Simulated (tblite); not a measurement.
Compound: C3H6F2Si3.
Atom-mapped SMILES: `[CH:1]#[C:2][C@:3]1([F:4])[SiH2:5][Si@H:6]([F:7])[SiH2:8]1` (hydrogens: H9 on C1; H10, H11 on Si5; H12 on Si6; H13, H14 on Si8)

Structure optimised with GFN2-xTB, isolated species.

Give the optimised bond lengths and angles.

```json
{"bond": "C1≡C2", "length (Å)": "1.200"}
{"bond": "C2–C3", "length (Å)": "1.425"}
{"bond": "C3–F4", "length (Å)": "1.429"}
{"bond": "C3–Si5, C3–Si8", "length (Å)": "1.975"}
{"bond": "Si5–Si6, Si6–Si8", "length (Å)": "2.342"}
{"bond": "Si6–F7", "length (Å)": "1.629"}
{"bond": "C1–H9", "length (Å)": "1.049"}
{"bond": "Si5–H10, Si8–H14", "length (Å)": "1.468"}
{"bond": "Si5–H11, Si8–H13", "length (Å)": "1.463"}
{"bond": "Si6–H12", "length (Å)": "1.462"}
```

Bonds in one row agree within 0.01 Å and their mean is given. A selection of angles:
```json
{"angle": "C1–C2–C3", "degrees": "179.9"}
{"angle": "C2–C3–F4", "degrees": "109.0"}
{"angle": "C2–C3–Si5", "degrees": "117.0"}
{"angle": "F4–C3–Si5", "degrees": "104.4"}
{"angle": "Si5–C3–Si8", "degrees": "103.7"}
{"angle": "C3–Si5–Si6", "degrees": "84.8"}
{"angle": "Si5–Si6–F7", "degrees": "114.0"}
{"angle": "Si5–Si6–Si8", "degrees": "83.1"}
```

Torsions: C2–C3–Si5–Si6 -146° (anticlinal); C3–Si5–Si6–F7 126° (anticlinal); Si5–Si6–Si8–C3 -13° (synperiplanar); C2–C3–Si8–Si6 146° (anticlinal).

The 4-membered ring C3–Si5–Si6–Si8 has internal angles of 83.1° to 103.7° (sum 356°, against 360° for a flat polygon); it is puckered, 0.13 Å rms from its mean plane, widest ring torsion 16°. Si6 (fluorine-bound silicon) has angles from 83.1° to 123.7°. Si5 (SiH2 silicon) has angles from 84.8° to 123.3°. The C–C distances run from 1.200 Å (C1≡C2, drawn triple) to 1.425 Å (C2–C3, drawn single), a spread of 0.225 Å.

Point group: Cs (every atom within 0.08 Å of its image). Its GFN2-xTB frequencies are all real (lowest 34 cm⁻¹). The numbers are those of one conformer.

Hardware: an Arm Neoverse N1 with one thread, on a shared host. Cost: 1.1 s. These figures are those of the optimisation.

The numbers are calculated, not measured.
